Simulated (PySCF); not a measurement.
# Molecular orbitals of CSe⁺

revPBE at R = 1.637 Å; basis C aug-cc-pVDZ, Se aug-cc-pVDZ-PP with ECP10; scalar-relativistic core potentials; PySCF 2.14. State: ²Σ⁺ (doublet), unpaired electrons σ ↑. Only the outer orbitals are listed, counted within each symmetry, core potentials removing the inner ones.

```
spin  orbital  occ.  ε (eV)  on C (%)           main shells (%)
   α       5σ     1  -28.77        40    56 Se s, 32 C s, 8 C p
   α       6σ     1  -21.49        52  54 C s, 37 Se s, 12 Se p
   α       7σ     1  -16.85        68   50 C p, 30 Se p, 17 C s
   α       3π     1  -16.12        49           50 Se p, 48 C p
   α       3π     1  -16.12        49           50 Se p, 48 C p
   α       4π     0  -11.44        49           49 C p, 47 Se p
   α       4π     0  -11.44        49           49 C p, 47 Se p
   α       8σ     0   -6.02         5  60 Se p, 28 Se d, 12 C p
   β       5σ     1  -28.44        36    60 Se s, 26 C s, 9 C p
   β       6σ     1  -20.58        42  42 C s, 34 Se s, 24 Se p
   β       3π     1  -15.85        36           64 Se p, 33 C p
   β       3π     1  -15.85        36           64 Se p, 33 C p
   β       7σ     0  -13.98        81   41 C p, 40 C s, 22 Se p
   β       4π     0  -10.71        61           62 C p, 34 Se p
   β       4π     0  -10.71        61           62 C p, 34 Se p
```

Task: Which are the highest filled and the lowest empty level, where do they sit, and how wide is the gap?

Result: Highest filled β 3π at -15.85 eV (in %: 64 Se p, 33 C p); lowest empty β 7σ at -13.98 eV (in %: 41 C p, 40 C s, 22 Se p); the gap at revPBE is 1.87 eV.

```json
{"bond order (Mayer)": "2.59", "⟨S²⟩": "0.789", "charge on C (Mulliken, basis-dependent)": "-0.06", "charge on C (Löwdin, basis-dependent)": "-0.11", "dipole moment (positive dipole points towards Se; it is taken about the centre of mass and depends on that origin)": "-0.83 D"}
```

Spin–orbit coupling is left out. The state was picked by a PBE0 search and need not be the measured ground state.
